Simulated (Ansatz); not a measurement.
Computed with Ansatz on PBE0-D4/def2-TZVP structures; ΔE is electronic, products minus reactants. CBS: MP2 limit from def2 TZ/QZ plus the TZ coupled-cluster correction, frozen cores. This one scheme is used for every species. Functionals use def2-TZVPP. def2 core potentials past Kr. For Sn outer-core shells are correlated without core-valence functions, which leaves a few kJ/mol of doubt a bond. Each species was taken in one conformer, which may not be the lowest.

Reaction (ligand exchange at the Sn–C bond): `C[C](=N)[SnH3]` + H₂S → `[SH][SnH3]` + `CC=N`

`C[C](=N)[SnH3]`:

Cartesian coordinates in Å:
```
C -0.248 0.610 1.495
C 0.193 -0.394 0.479
N 0.707 -1.485 0.863
Sn -0.086 0.107 -1.625
H 0.277 1.558 1.348
H -0.054 0.239 2.503
H -1.316 0.821 1.384
H 0.970 -2.092 0.087
H 0.780 1.518 -2.046
H -1.738 0.352 -1.989
H 0.515 -1.233 -2.500
```

H₂S:

Z-matrix (Å, degrees):
```
S
H 1 1.341
H 1 1.341 2 92.3
```

`[SH][SnH3]`:

```xyz
6

S     0.610    1.512   -0.900
Sn   -0.372   -0.460    0.067
H     1.558    1.616    0.046
H    -0.903   -0.113    1.650
H     0.783   -1.715    0.095
H    -1.676   -0.840   -0.957
```

`CC=N`:

Z-matrix (Å, degrees):
```
C
C 1 1.493
H 1 1.092 2 111.6
H 1 1.094 2 110.3 3 -121.2
H 1 1.094 2 110.3 3 121.2
N 2 1.263 1 127.9 3 0.0
H 2 1.095 1 115.5 3 -180.0
H 6 1.023 2 110.6 1 0.0
```

CCSD(T)/CBS gives -81.2 kJ/mol.

Question: Another level gave -81.6 kJ/mol. Which?
A. CCSD(T)/def2-TZVPP
B. HF/def2-TZVPP
C. PBE/def2-TZVPP
D. PBE0/def2-TZVPP

Answer: C. PBE -81.6, CCSD(T)/def2-TZVPP -77.2, HF/def2-TZVPP -102.6, PBE0 -87.8 kJ/mol.

Largest T1 diagnostic among the species: 0.014.

The D4 term adds +5.4 kJ/mol with B3LYP and +3.1 kJ/mol with PBE0; it sums over pairs of atoms, weighted by their polarisabilities, and B3LYP, whose exchange is more repulsive, gets the larger term. From PBE to PBE0 (25 % exact exchange), in def2-TZVPP and without D4, ΔE moves by −6.2 kJ/mol.

B3LYP here is the variant with VWN-RPA as its local correlation; programs differ in this.
